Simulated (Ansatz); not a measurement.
# Nudged elastic band run: H₄NPTe

Input file:

```yaml
crystal:
  periodic: [false, false, false]
  atoms:
    - { symbol: "N", position_ang: [-1.069978, 0.681994, -0.481376] }
    - { symbol: P, position_ang: [-0.537746, -0.00807, 0.989032] }
    - { symbol: Te, position_ang: [1.137994, -1.918407, 0.503322] }
    - { symbol: H, position_ang: [-1.867168, 0.212065, -0.904174] }
    - { symbol: H, position_ang: [-0.399516, 0.96432, -1.193478] }
    - { symbol: H, position_ang: [0.498101, 0.937548, 1.244245] }
    - { symbol: H, position_ang: [2.299514, -0.937652, -0.203072] }
basis:
  gaussian: { orbitals: def2-SVP }
hamiltonian:
  xc: b3lyp
neb:
  order_check: false
  images: 6
  f_tol: 0.05
  max_iterations: 60
  climbing: false
  final_atoms:
    - { symbol: "N", position_ang: [-1.12533707, 0.65667664, -0.46235059] }
    - { symbol: P, position_ang: [-0.33901813, -0.0773383, 0.86748022] }
    - { symbol: Te, position_ang: [2.0517062, -0.77574207, 0.18087625] }
    - { symbol: H, position_ang: [-1.62464948, 0.0071894, -1.06583609] }
    - { symbol: H, position_ang: [-0.65049268, 1.36587309, -1.0178787] }
    - { symbol: H, position_ang: [0.16975324, 1.12615273, 1.44068795] }
    - { symbol: H, position_ang: [1.57923892, -2.37101349, 0.01151995] }
  initial_path:
    images:
      - { positions_ang: [[-1.069978, 0.681994, -0.481376], [-0.537746, -0.00807, 0.989032], [1.137994, -1.918407, 0.503322], [-1.867168, 0.212065, -0.904174], [-0.399516, 0.96432, -1.193478], [0.498101, 0.937548, 1.244245], [2.299514, -0.937652, -0.203072]] }
      - { positions_ang: [[-1.02725477, 0.63961895, -0.55663311], [-0.45156826, 0.02347734, 0.94362108], [1.10788615, -1.87707377, 0.31538703], [-1.81233198, 0.12663078, -0.91611803], [-0.69245098, 1.11774712, -1.02620346], [0.60142301, 0.97566387, 1.09336657], [2.33549783, -1.07426629, 0.10107892]] }
      - { positions_ang: [[-0.98453155, 0.59724391, -0.63189023], [-0.36539052, 0.05502468, 0.89821017], [1.0777783, -1.83574053, 0.12745207], [-1.75749595, 0.04119655, -0.92806207], [-0.98538595, 1.27117424, -0.85892892], [0.70474501, 1.01377973, 0.94248815], [2.37148166, -1.21088058, 0.40522983]] }
      - { positions_ang: [[-0.94180832, 0.55486886, -0.70714734], [-0.27921278, 0.08657203, 0.85279925], [1.04767045, -1.7944073, -0.0604829], [-1.70265993, -0.04423767, -0.9400061], [-1.27832093, 1.42460136, -0.69165438], [0.80806702, 1.0518956, 0.79160972], [2.40746548, -1.34749487, 0.70938075]] }
      - { positions_ang: [[-0.94971676, 0.5512521, -0.70442943], [-0.25082308, 0.07667655, 0.83543471], [1.17820077, -1.63116945, -0.10654658], [-1.66801442, -0.07350561, -0.96310068], [-1.31417474, 1.48196608, -0.66656876], [0.76116019, 1.07883913, 0.819673], [2.30456904, -1.5522608, 0.74003674]] }
      - { positions_ang: [[-1.00825686, 0.58639361, -0.62373648], [-0.28022143, 0.02533827, 0.84611655], [1.46936924, -1.34602699, -0.01073897], [-1.65355944, -0.04660727, -0.99734582], [-1.09294739, 1.44326842, -0.78367207], [0.56402454, 1.09461033, 1.02667798], [2.06279233, -1.82517836, 0.49719781]] }
      - { positions_ang: [[-1.06679697, 0.62153513, -0.54304353], [-0.30961978, -0.02600002, 0.85679839], [1.76053772, -1.06088453, 0.08506864], [-1.63910446, -0.01970894, -1.03159095], [-0.87172003, 1.40457075, -0.90077538], [0.36688889, 1.11038153, 1.23368296], [1.82101563, -2.09809593, 0.25435888]] }
      - { positions_ang: [[-1.12533707, 0.65667664, -0.46235059], [-0.33901813, -0.0773383, 0.86748022], [2.0517062, -0.77574207, 0.18087625], [-1.62464948, 0.0071894, -1.06583609], [-0.65049268, 1.36587309, -1.0178787], [0.16975324, 1.12615273, 1.44068795], [1.57923892, -2.37101349, 0.01151995]] }
```

Launched with:

```bash
$ ansatz run input.yaml --threads 1 --pin off --max-ram 2048MiB --backend cpu --events-out ev --progress --plain --runs-dir out
```

Output, in part (warnings, iteration lines, the closing report on the highest movable image, with atoms numbered from 0):

```
NEB end point (image 0): max|allowed force component| = 8.644e-3 eV/Å (the criterion of neb.relax_end_points is 1.000e-2)
NEB end point (image 7): max|allowed force component| = 1.485e-2 eV/Å (the criterion of neb.relax_end_points is 1.000e-2)
NEB iter   1: max|band force component| = 5.555e1 eV/Å  barrier→ = 19.3284 eV  barrier← = 19.3698 eV  Δτ_max = 0.1991 Å  (215 SCF iters)
NEB iter   2: max|band force component| = 2.981e1 eV/Å  barrier→ = 9.2769 eV  barrier← = 9.3183 eV  Δτ_max = 0.2000 Å  (201 SCF iters)
NEB iter   3: max|band force component| = 1.469e1 eV/Å  barrier→ = 3.9758 eV  barrier← = 4.0172 eV  Δτ_max = 0.1975 Å  (186 SCF iters)
NEB iter   4: max|band force component| = 7.234e0 eV/Å  barrier→ = 1.5889 eV  barrier← = 1.6304 eV  Δτ_max = 0.1996 Å  (192 SCF iters)
NEB iter   5: max|band force component| = 3.600e0 eV/Å  barrier→ = 0.5865 eV  barrier← = 0.6280 eV  Δτ_max = 0.2000 Å  (185 SCF iters)
NEB iter   6: max|band force component| = 1.325e0 eV/Å  barrier→ = 0.2976 eV  barrier← = 0.3390 eV  Δτ_max = 0.1977 Å  (183 SCF iters)
NEB iter   7: max|band force component| = 1.449e0 eV/Å  barrier→ = 0.2993 eV  barrier← = 0.3408 eV  Δτ_max = 0.1001 Å  (181 SCF iters)
NEB iter   8: max|band force component| = 8.349e-1 eV/Å  barrier→ = 0.2432 eV  barrier← = 0.2846 eV  Δτ_max = 0.0992 Å  (186 SCF iters)
NEB iter   9: max|band force component| = 5.184e-1 eV/Å  barrier→ = 0.2153 eV  barrier← = 0.2567 eV  Δτ_max = 0.0993 Å  (181 SCF iters)
NEB iter  10: max|band force component| = 3.811e-1 eV/Å  barrier→ = 0.2020 eV  barrier← = 0.2435 eV  Δτ_max = 0.0978 Å  (176 SCF iters)
NEB iter  11: max|band force component| = 3.316e-1 eV/Å  barrier→ = 0.1862 eV  barrier← = 0.2276 eV  Δτ_max = 0.0987 Å  (176 SCF iters)
NEB iter  12: max|band force component| = 4.916e-1 eV/Å  barrier→ = 0.1590 eV  barrier← = 0.2005 eV  Δτ_max = 0.0500 Å  (166 SCF iters)
NEB iter  13: max|band force component| = 2.486e-1 eV/Å  barrier→ = 0.1406 eV  barrier← = 0.1821 eV  Δτ_max = 0.0498 Å  (165 SCF iters)
NEB iter  14: max|band force component| = 1.905e-1 eV/Å  barrier→ = 0.1315 eV  barrier← = 0.1729 eV  Δτ_max = 0.0500 Å  (162 SCF iters)
NEB iter  15: max|band force component| = 9.378e-2 eV/Å  barrier→ = 0.1278 eV  barrier← = 0.1692 eV  Δτ_max = 0.0236 Å  (161 SCF iters)
NEB iter  16: max|band force component| = 3.675e-2 eV/Å  barrier→ = 0.1270 eV  barrier← = 0.1684 eV  Δτ_max = 0.0000 Å  (320 SCF iters)
Total energy: -18136.02071155 eV, -666.4864681131 hartree
Atom 0 at    -1.230727     0.693939    -0.430520 Å, force     0.036194     0.013370    -0.029359 eV/Å
Atom 1 at    -0.366820    -0.047506     0.839042 Å, force    -0.018079    -0.040133     0.014267 eV/Å
Atom 2 at     1.358295    -1.649050    -0.341978 Å, force    -0.028126    -0.002191     0.004782 eV/Å
Atom 3 at    -2.077489     0.215348    -0.725892 Å, force     0.003804    -0.006418     0.013806 eV/Å
Atom 4 at    -0.741293     1.111431    -1.219619 Å, force    -0.013286     0.009029    -0.007802 eV/Å
Atom 5 at     0.615926     0.976896     0.988733 Å, force     0.006866     0.010623     0.008219 eV/Å
Atom 6 at     2.503309    -1.369261     0.844732 Å, force     0.012627     0.015721    -0.003912 eV/Å
Dipole moment:    -0.227196     0.280431    -0.198422 e Å
```

It converged. No image climbed, so the highest image needn't sit at the top of the path.

Final band (atoms are numbered from 1 in the order of the input):

| image | path coordinate (Å) | energy (eV) | dihedral N1–P2–Te3–H7 (°) |
| --- | --- | --- | --- |
| 0 | 0.00 | 0.000 | 64 |
| 1 | 0.57 | 0.029 | 88 |
| 2 | 1.14 | 0.089 | 116 |
| 3 | 1.70 | 0.127 | 145 |
| 4 | 2.27 | 0.116 | 174 |
| 5 | 2.84 | 0.063 | -158 |
| 6 | 3.41 | -0.007 | -129 |
| 7 | 3.98 | -0.041 | -102 |

Run time: 5.7 min on 1 thread of Arm Neoverse V1 (shared host), peak memory 0.16 GiB.
